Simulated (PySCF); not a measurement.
B(Et)2(Vi), C6H13B, SMILES C(B(CC)CC)=C (GFN2-xTB optimised geometry):

```
20

B     -0.342     0.576     0.000
C     -1.102     1.966     0.000
C     -2.625     1.940     0.126
H     -0.840     2.498    -0.921
H     -0.697     2.592     0.801
H     -2.925     1.467     1.058
H     -3.071     1.384    -0.695
H     -3.033     2.949     0.112
C     -1.152    -0.783    -0.013
C     -0.340    -2.079    -0.037
H     -1.836    -0.785    -0.868
H     -1.805    -0.803     0.865
H      0.338    -2.123     0.813
H      0.252    -2.147    -0.947
H     -0.994    -2.949     0.004
C      1.213     0.576     0.000
C      1.993     1.381     0.715
H      1.715    -0.169    -0.611
H      3.071     1.318     0.699
H      1.583     2.127     1.377
```

Method: B3LYP/def2-SVP in PySCF 2.14.0.

Q: What are the frontier orbital energies and the dipole moment?

A: HOMO-2 -8.07 eV, HOMO-1 -8.00 eV, HOMO -7.29 eV, LUMO -1.20 eV, LUMO+1 1.21 eV; dipole moment 0.20 D.

On the same geometry PBE/def2-SVP in PySCF gives HOMO-2 -6.99 eV, HOMO-1 -6.80 eV, HOMO -6.32 eV, LUMO -1.98 eV, LUMO+1 0.34 eV; dipole moment 0.17 D.

Meta-Löwdin charges at B3LYP/def2-SVP: B1 0.23, C2 -0.27, C3 -0.27, H4 0.11, H5 0.10, H6 0.09, H7 0.09, H8 0.09, C9 -0.27, C10 -0.27, H11 0.10, H12 0.10, H13 0.09, H14 0.09, H15 0.09, C16 -0.18, C17 -0.18, H18 0.10, H19 0.10, H20 0.09.
